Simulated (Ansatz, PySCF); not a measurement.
Donor–acceptor adduct: BH3 (SMILES B) (first 4 atoms) with H2S (SMILES S); geometry from B3LYP-D3(BJ)/def2-TZVP, rigid monomers moved along the line of their centres of mass till B1···S5 is 2.33 Å.
(charge 0, multiplicity 1):
```xyz
7

B     -0.449    -0.325     0.670
H      0.406    -0.887     0.038
H     -1.248    -1.057     1.191
H     -0.879     0.690     0.202
S      0.788     0.320     2.539
H     -0.041     1.162     3.184
H      1.552     1.326     2.074
```

Interaction energies are E(AB) − E(A) − E(B) at the monomers' geometry in the complex; basis-set methods are counterpoise corrected. Rows marked so take none.

Cores are frozen in the correlated methods. CBS: X⁻³ extrapolation of the correlation energy, Hartree–Fock from the larger set. Rows in 6-31G*, STO-3G carry no dispersion term and start afresh at each structure (6-31G* with six Cartesian d functions). MP2/6-31G* freezes PySCF's default core.

The values were computed with Ansatz (a program for electronic structure); PySCF for 6-31G* rows, STO-3G rows, the dispersion terms. 

```
level                                      interaction energy (kJ/mol)
-----------------------------------------  ---------------------------
HF/STO-3G (no counterpoise)                                     -125.6
HF/6-31G* (no counterpoise)                                      -42.8
PBE-D4/def2-TZVPPD                                               -99.1
wB97M-V/def2-TZVPPD                                              -81.4
MP2/6-31G*                                                       -61.1
MP2/CBS(aug-cc-pV(D+d)Z, aug-cc-pV(T+d)Z)                        -80.1
SCS-MP2/aug-cc-pV(D+d)Z                                          -63.1
CCSD(T)/aug-cc-pV(D+d)Z                                            [?]
CCSD(T)/aug-cc-pV(T+d)Z                                            [?]
```

Q: Some entries are withheld; supply them.

A: 
- CCSD(T)/aug-cc-pV(D+d)Z, interaction energy (kJ/mol): -67.8
- CCSD(T)/aug-cc-pV(T+d)Z, interaction energy (kJ/mol): -74.7
